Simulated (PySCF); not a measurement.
CH8N2Si2. Atoms are numbered in the order given.

```xyz
13

N      2.0257    -1.0370     0.6206
Si     0.5199    -0.7921    -0.1745
N     -0.8263    -0.5421     0.8992
C     -1.5903     0.6453     0.5189
Si    -0.3946     1.2592    -0.8636
H      2.4180    -0.3638     1.2674
H      2.7241    -1.6666     0.2458
H      0.4642    -1.9496    -1.1279
H     -1.1863    -1.1363     1.6397
H     -1.7135     1.3663     1.3484
H     -2.5994     0.4199     0.1245
H      0.3143     2.5304    -0.5088
H     -1.0299     1.4425    -2.2071
```

Coordinates come from a PBE0-D3(BJ)/def2-SVP optimisation. The structure was generated by enumeration; whether it is a known compound was not checked. The values are those of a single conformer.

Calculation: PySCF with TDDFT-PBE/def2-SVPD.

Vertical excitations. 

**Question.** List the lowest excited states. (The exact figures need the calculation; the answer reports its results.)

**Answer.** 
```tsv
state	energy (eV)	λ (nm)	f	main pairs
S1	4.90	253	0.011	HOMO→LUMO 72 %, HOMO→LUMO+1 25 %
S2	5.07	245	0.015	HOMO→LUMO+1 68 %, HOMO→LUMO 23 %
S3	5.30	234	0.004	HOMO→LUMO+2 67 %, HOMO−1→LUMO 24 %
S4	5.39	230	0.008	HOMO−1→LUMO 70 %, HOMO→LUMO+2 19 %
S5	5.49	226	0.037	HOMO−1→LUMO+1 80 %
S6	5.62	221	0.003	HOMO→LUMO+3 95 %
S7	6.04	205	0.131	HOMO−1→LUMO+2 79 %
S8	6.06	205	0.019	HOMO−1→LUMO+3 93 %
S9	6.16	201	0.071	HOMO→LUMO+4 91 %
S10	6.41	194	0.011	HOMO→LUMO+5 85 %
T1	4.58	271	0	HOMO→LUMO 94 %
T2	4.76	261	0	HOMO→LUMO+1 93 %
T3	4.99	249	0	HOMO−1→LUMO 87 %
T4	5.04	246	0	HOMO→LUMO+2 69 %, HOMO−1→LUMO+1 24 %
```
Triplets are in the Tamm–Dancoff approximation, which puts them higher than full response would, so one can lie above its singlet here.
